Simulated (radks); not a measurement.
All-electron atom: Cu V in [Ar] 3d7.

Method: Dirac Kohn-Sham, BLYP, spin-unpolarised, spherical densities, point nucleus; open shells fill j = l - 1/2 first; computed with a radial shooting solver on a logarithmic mesh with Libxc functionals.

Energy parts (eV):
| part | energy |
|---|---|
| total | -44914.034 |
| kinetic | 45701.655 |
| electron-nucleus | -106510.906 |
| Hartree | 17686.037 |
| exchange-correlation | -1790.820 |

Orbitals (lengths in bohr, moments of r in powers of bohr; r(max) is where P^2 peaks; r(90%) holds 90 % of the orbital's charge):
| orbital | occ. | eigenvalue (eV) | r(max) | r(90%) |
|---|---|---|---|---|
| 1s1/2 | 2 | -8922.496 | 0.03411 | 0.0931 |
| 2s1/2 | 2 | -1134.624 | 0.1967 | 0.364 |
| 2p1/2 | 2 | -1003.015 | 0.1563 | 0.335 |
| 2p3/2 | 4 | -982.5131 | 0.1590 | 0.339 |
| 3s1/2 | 2 | -183.4507 | 0.6095 | 1.04 |
| 3p1/2 | 2 | -142.2468 | 0.6080 | 1.10 |
| 3p3/2 | 4 | -139.5102 | 0.6156 | 1.12 |
| 3d3/2 | 4 | -71.0643 | 0.5743 | 1.34 |
| 3d5/2 | 3 | -70.7045 | 0.5767 | 1.35 |

The highest occupied level is 3d5/2 at -70.705 eV. Summed over all electrons, <r^2> = 10.97 bohr^2, which gives a Langevin (diamagnetic) susceptibility term of -8.69 x 10^-6 cm^3/mol. The density falls to 0.001 e/bohr^3 at r = 2.45 bohr.
